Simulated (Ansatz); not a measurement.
Consider the cleavage of the Si–Si bond: `[SiH3][SiH2][S][GeH3]` + HCl → `Cl[SiH2][S][GeH3]` + SiH₄.

Isolated molecules relaxed with PBE0-D4/def2-TZVP in Ansatz; ΔE leaves out vibrations. CCSD(T)/CBS adds triple-zeta CCSD(T) − MP2 to the extrapolated MP2 energy (def2 sets, frozen cores). This one scheme is used for every species. DFT in def2-TZVPP. For Ge outer-core shells are correlated without core-valence functions, which leaves a few kJ/mol of doubt a bond. Scalar relativity is left out up to krypton. Each species was taken in one conformer, which may not be the lowest.

CCSD(T)/CBS gives -94.3 kJ/mol.

(1) Another level gave -94.7 kJ/mol. Which?
A. ωB97X-V/def2-TZVPP
B. HF/def2-TZVPP
C. ωB97M-V/def2-TZVPP
D. PBE0-D4/def2-TZVPP

Largest T1 diagnostic among the species: 0.012.

## Answers

(1) A. ωB97X-V -94.7, ωB97M-V -100.5, PBE0-D4 -84.1, HF/def2-TZVPP -113.1 kJ/mol.

From PBE to PBE0 (25 % exact exchange), in def2-TZVPP and without D4, ΔE moves by −4.9 kJ/mol. The D4 term adds +5.4 kJ/mol with B3LYP and +3.4 kJ/mol with PBE0; it sums over pairs of atoms, weighted by their polarisabilities, and B3LYP, whose exchange is more repulsive, gets the larger term. In def2-TZVPP, CCSD(T) changes the Hartree–Fock value by +21.1 kJ/mol (the triples alone add +2.0 kJ/mol) and MP2 by +11.0 kJ/mol.

B3LYP here is the variant with VWN-RPA as its local correlation; programs differ in this.
